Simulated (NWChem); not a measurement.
System meant: SnHOBr, singlet; SMILES [OH][Sn][Br]

NWChem input:

```
start job
memory heap 200 mb stack 900 mb global 1100 mb
geometry units angstroms noautoz
  Sn     0.307239     0.962777     0.000000
  Br    -0.233538    -1.543430     0.000000
  O     -1.575997     1.596955     0.000000
  H     -2.238957     0.893336     0.000000
end
basis spherical
  * library def2-svp
end
dft
  xc b3lyp
  iterations 150
  mulliken
end
task dft energy
```

End of the output:

```
             Grid Information
             ----------------
          Grid used for XC integration:  medium
          Radial quadrature: Mura-Knowles
          Angular quadrature: Lebedev.
          Tag              B.-S. Rad. Rad. Pts. Rad. Cut. Ang. Pts.
          ---              ---------- --------- --------- ---------
          Sn                  1.45      123           9.0       590
          Br                  1.15      112          10.0       590
          O                   0.60       49          10.0       434
          H                   0.35       45          10.0       434
          Grid pruning is: on
          Number of quadrature shells:   329
          Spatial weights used:  Erf1

          Convergence Information
          -----------------------
          Convergence aids based upon iterative change in
          total energy or number of iterations.
          Levelshifting, if invoked, occurs when the
          HOMO/LUMO gap drops below (HL_TOL):  1.00D-02
          DIIS, if invoked, will attempt to extrapolate
          using up to (NFOCK): 10 stored Fock matrices.

                    Damping( 0%)  Levelshifting(0.5)       DIIS
                  --------------- ------------------- ---------------
          dE  on:    start            ASAP                start
          dE off:    2 iters        150 iters           150 iters

      Screening Tolerance Information
      -------------------------------
          Density screening/tol_rho:  1.00D-10
          AO Gaussian exp screening on grid/accAOfunc:  14
          CD Gaussian exp screening on grid/accCDfunc:  20
          XC Gaussian exp screening on grid/accXCfunc:  20
          Schwarz screening/accCoul:  1.00D-08

      Superposition of Atomic Density Guess
      -------------------------------------

      charge =      50.0 Sn (Tin)

      symmetry species            s     p     d     f
      number of basis functions =10     7     6
      number of cont. functions = 4     4     2
      number of closed shells   = 5     3     2
      number of open shells     = 0     1     0
      open shell occupation     = 0     2     0
 ------------------------------------------------------------------------
 atomscf:atomd: error in atom scf                   0
 ------------------------------------------------------------------------
 ------------------------------------------------------------------------
  current input line :
    17: task dft energy
 ------------------------------------------------------------------------
 ------------------------------------------------------------------------
 This error has not yet been assigned to a category
 ------------------------------------------------------------------------
 For more information see the NWChem manual at https://nwchemgit.github.io

0:atomscf:atomd: error in atom scf:Received an Error in Communication
```

**Question.** What is wrong, and how is it mended?

**Answer.** The run crashed. Cause: the def2 basis of a heavy element holds valence functions alone and wants its effective core potential (without it all electrons must fit into that basis). This input runs:
```
start job
memory heap 200 mb stack 900 mb global 1100 mb
geometry units angstroms noautoz
  Sn     0.307239     0.962777     0.000000
  Br    -0.233538    -1.543430     0.000000
  O     -1.575997     1.596955     0.000000
  H     -2.238957     0.893336     0.000000
end
basis spherical
  Sn library def2-svp
  Br library def2-svp
  O library def2-svp
  H library def2-svp
end
ecp
  Sn library def2-ecp
end
dft
  xc b3lyp
  iterations 150
  mulliken
end
task dft energy
```
It converges to -2864.09030 Ha (B3LYP/def2-SVP with def2 effective core potentials on Sn).
